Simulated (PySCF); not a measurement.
# Two-component Hartree-Fock for Ba³⁹⁺ (barium, charge +39)

Start: [Ne] 3s2 3p5; 3p1/2 filled at m_j = -1/2, +1/2; 3p3/2 filled at m_j = -1/2, +1/2, +3/2. Calculated with PySCF 2.14 in an even-tempered Gaussian basis (19 s from 8.1 bohr⁻², ratio 2.4; 14 p from 11 bohr⁻², ratio 2.4; 4 d from 41 bohr⁻², ratio 2.6; 4 f from 61 bohr⁻², ratio 2.6): generalised Hartree-Fock with the X2C-1e Hamiltonian and a Gaussian nucleus; one run each with spin-orbit coupling (SO) switched off, then screened by Boettger's factors.

| spinor shell | electrons | ε, spin-free (eV) | ε, screened SO (eV) | weight of nominal j (screened SO) | rms radius, screened SO (bohr) |
| --- | --- | --- | --- | --- | --- |
| 1s1/2 | 2 | -39892.9 | -39887.1 | 1.000 | 0.0292 |
| 2s1/2 | 2 | -8237.1 | -8234.9 | 1.000 | 0.117 |
| 2p1/2 | 2 | -7619.0 | -7891.9 | 1.000 | 0.101 |
| 2p3/2 | 4 | -7619.0 | -7496.3 | 1.000 | 0.106 |
| 3s1/2 | 2 | -3133.8 | -3133.0 | 1.000 | 0.285 |
| 3p1/2 | 2 | -2934.8 | -2999.6 | 0.998 | 0.273 |
| 3p3/2 | 3 | -2934.8 | -2905.2 | 0.999 | 0.282 |

```json
{"quantity": "E (hartree)", "spin-free": "-6853.35033", "screened SO": "-6857.45816"}
{"quantity": "M_J", "spin-free": "3/2", "screened SO": "3/2"}
{"quantity": "⟨J²⟩", "spin-free": "3.751", "screened SO": "3.751"}
{"quantity": "⟨L²⟩", "spin-free": "2.000", "screened SO": "2.014"}
{"quantity": "⟨S²⟩", "spin-free": "0.750", "screened SO": "0.764"}
```

Each row is a mean over spinors that exchange with the open shell spreads, by up to 20.038 eV (3s1/2).

Breit and QED terms are absent; they matter most for the inner s and p1/2 levels.

Densities and radii are taken from the X2C orbitals without a picture-change correction, which distorts them close to the nucleus.

Without spin-orbit coupling the j labels of p, d and f shells carry no meaning; the spin-free column gives the mean over the occupied spinors of each nl shell.
